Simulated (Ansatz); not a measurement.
Input for Ansatz (a quantum-chemistry and plane-wave program): U-CCSD(T)/def2-TZVPP on AuO, 2S+1 = 2, a spin state set in the input, which need not be the lowest, a point of a bond scan (R = 1.884 Å). Elements past Kr take the def2 small-core potentials; no spin–orbit coupling.

Ansatz 0.2 input:
```yaml
crystal:
  periodic: [false, false, false]
  atoms:
    - {symbol: Au, position_ang: [0.00000000, 0.00000000, 0.00000000]}
    - {symbol: O, position_ang: [0.00000000, 0.00000000, 1.88405600]}
basis:
  gaussian:
    orbitals: def2-TZVPP
magnetization: {spin_polarized: true, initial_magnetization: 1}
correlation: {method: ccsd_t, electrons: valence}
output: {orbitals: {seedname: ./end}}
```

Program output:

```
WARN ansatz: RAYON_NUM_THREADS=2 ignored (pool sized by the plan → 2); use --threads N
Functional definition: HF
integrals: 0.12 GiB planned
602 factors; integrals over basis functions are off by at most 1.7e-3 eV
mean field: 0.18 GiB planned
mean field evaluation 1: about -5700.4750 eV, gradient 2.0e1 eV
mean field evaluation 2: about -5700.4805 eV, gradient 2.0e1 eV
mean field evaluation 4: about -5702.8781 eV, gradient 4.4e0 eV
mean field evaluation 8: about -5703.4319 eV, gradient 2.6e-1 eV
mean field evaluation 16: about -5700.4768 eV, gradient 1.3e1 eV
mean field evaluation 32: about -5691.7004 eV, gradient 3.2e1 eV
mean field evaluation 64: about -5697.4131 eV, gradient 2.0e1 eV
mean field evaluation 96: about -5700.5641 eV, gradient 1.2e0 eV
mean field evaluation 128: about -5702.0525 eV, gradient 1.2e0 eV
mean field evaluation 160: about -5703.4135 eV, gradient 9.0e-1 eV
mean field evaluation 192: about -5700.5254 eV, gradient 7.6e-3 eV
mean field evaluation 224: about -5701.0651 eV, gradient 2.7e-2 eV
mean field evaluation 256: about -5701.9911 eV, gradient 4.4e-4 eV
mean field evaluation 288: about -5700.1544 eV, gradient 3.1e0 eV
mean field evaluation 320: about -5703.4387 eV, gradient 2.5e-3 eV
mean field evaluation 352: about -5700.5285 eV, gradient 2.7e-2 eV
mean field evaluation 384: about -5701.6663 eV, gradient 1.7e-2 eV
mean field evaluation 416: about -5700.1890 eV, gradient 9.8e-1 eV
mean field evaluation 448: about -5700.2232 eV, gradient 2.3e-4 eV
mean field evaluation 480: about -5699.8774 eV, gradient 7.6e-1 eV
mean field evaluation 512: about -5700.3375 eV, gradient 9.5e0 eV
mean field evaluation 544: about -5694.0484 eV, gradient 4.3e1 eV
mean field evaluation 576: about -5700.5285 eV, gradient 2.1e-3 eV
mean field evaluation 608: about -5703.4387 eV, gradient 2.4e-2 eV
mean field evaluation 640: about -5701.3644 eV, gradient 2.4e0 eV
mean field evaluation 672: about -5701.9911 eV, gradient 6.1e-3 eV
mean field evaluation 704: about -5701.1000 eV, gradient 5.3e-4 eV
mean field evaluation 736: about -5701.2027 eV, gradient 1.7e0 eV
mean field evaluation 768: about -5701.2785 eV, gradient 1.3e-2 eV
mean field evaluation 800: about -5701.2918 eV, gradient 1.7e-3 eV
mean field evaluation 832: about -5699.8383 eV, gradient 2.8e0 eV
mean field evaluation 864: about -5699.2745 eV, gradient 1.3e0 eV
mean field evaluation 896: about -5699.3096 eV, gradient 2.2e-3 eV
mean field evaluation 928: about -5701.9910 eV, gradient 5.5e-2 eV
mean field evaluation 960: about -5703.4358 eV, gradient 2.5e-1 eV
mean field evaluation 992: about -5703.4387 eV, gradient 3.2e-3 eV
mean field evaluation 1024: about -5701.2545 eV, gradient 5.3e-4 eV
mean field evaluation 1056: about -5702.1800 eV, gradient 2.4e0 eV
mean field evaluation 1088: about -5700.5285 eV, gradient 9.5e-4 eV
mean field evaluation 1120: about -5700.3670 eV, gradient 1.0e1 eV
mean field evaluation 1152: about -5700.2222 eV, gradient 2.8e-1 eV
mean field evaluation 1184: about -5700.2103 eV, gradient 1.3e0 eV
mean field evaluation 1216: about -5697.1654 eV, gradient 1.2e1 eV
mean field evaluation 1248: about -5703.4385 eV, gradient 4.9e-2 eV
mean field evaluation 1280: about -5701.0178 eV, gradient 4.9e-4 eV
mean field -5703.43871208 eV, -209.5975067395 hartree, gradient 4.9e-6 eV, S^2 0.829569; 22 other end points of the search recorded, 0 dependent functions left out
determinant -5703.43871208 eV, -209.5975067395 hartree, with singles and doubles -5724.44765227 eV, -210.3695710510 hartree
determinant -5701.99114852 eV, -209.5443097595 hartree, with singles and doubles -5722.55350397 eV, -210.2999623848 hartree
determinant -5701.88167480 eV, -209.5402866749 hartree, with singles and doubles -5722.78713763 eV, -210.3085482634 hartree
determinant -5701.66632364 eV, -209.5323726657 hartree, with singles and doubles -5721.94795981 eV, -210.2777090476 hartree
determinant -5701.29177017 eV, -209.5186080793 hartree, with singles and doubles -5721.75770006 eV, -210.2707171307 hartree
determinant -5701.27851918 eV, -209.5181211147 hartree, with singles and doubles -5722.25871186 eV, -210.2891289745 hartree
determinant -5701.25450730 eV, -209.5172386942 hartree, with singles and doubles -5722.10100106 eV, -210.2833332094 hartree
determinant -5701.10004955 eV, -209.5115624766 hartree, with singles and doubles -5721.61403315 eV, -210.2654374688 hartree
determinant -5701.06523936 eV, -209.5102832257 hartree, with singles and doubles -5721.98773731 eV, -210.2791708435 hartree
determinant -5701.01781794 eV, -209.5085405205 hartree, with singles and doubles -5722.14404961 eV, -210.2849152147 hartree
determinant -5700.72773540 eV, -209.4978801838 hartree, with singles and doubles -5721.19637069 eV, -210.2500886567 hartree
determinant -5700.52848370 eV, -209.4905578191 hartree, with singles and doubles -5720.67692313 eV, -210.2309993111 hartree
determinant -5700.52538877 eV, -209.4904440823 hartree, with singles and doubles -5720.67473295 eV, -210.2309188232 hartree
determinant -5700.22521919 eV, -209.4794130537 hartree, with singles and doubles -5720.40237231 eV, -210.2209097544 hartree
determinant -5700.22324473 eV, -209.4793404938 hartree, with singles and doubles -5720.39937687 eV, -210.2207996741 hartree
1 core orbitals not correlated
reference -5703.43871208 eV, -209.5975067395 hartree; 13, 12 occupied and 73, 74 virtual orbitals, 602 factors
second order -21.71416056 eV of doubles, -0.00000000 eV of singles
coupled cluster: 0.50 GiB planned
cycle   1  -21.02817785 eV  change   -1.9e-2 eV  update   8.0e-3
cycle   2  -21.02827058 eV  change   -9.3e-5 eV  update   5.8e-3
cycle   3  -21.03372953 eV  change   -5.5e-3 eV  update   4.7e-3
cycle   4  -21.04179763 eV  change   -8.1e-3 eV  update   2.0e-3
cycle   5  -21.04776588 eV  change   -6.0e-3 eV  update   9.8e-4
cycle   6  -21.04638365 eV  change    1.4e-3 eV  update   3.9e-4
cycle   7  -21.04653100 eV  change   -1.5e-4 eV  update   2.8e-4
cycle   8  -21.04660118 eV  change   -7.0e-5 eV  update   1.6e-4
cycle   9  -21.04632589 eV  change    2.8e-4 eV  update   1.0e-4
cycle  10  -21.04631124 eV  change    1.5e-5 eV  update   3.3e-5
cycle  11  -21.04632845 eV  change   -1.7e-5 eV  update   1.3e-5
coupled cluster: 0.50 GiB planned
perturbative correction -0.82102090 eV, -0.0301719617 hartree
Total energy: -5725.30606144 eV, -210.4011170062 hartree
```

The run converged.

Cost: very roughly 2.3 core-minutes.
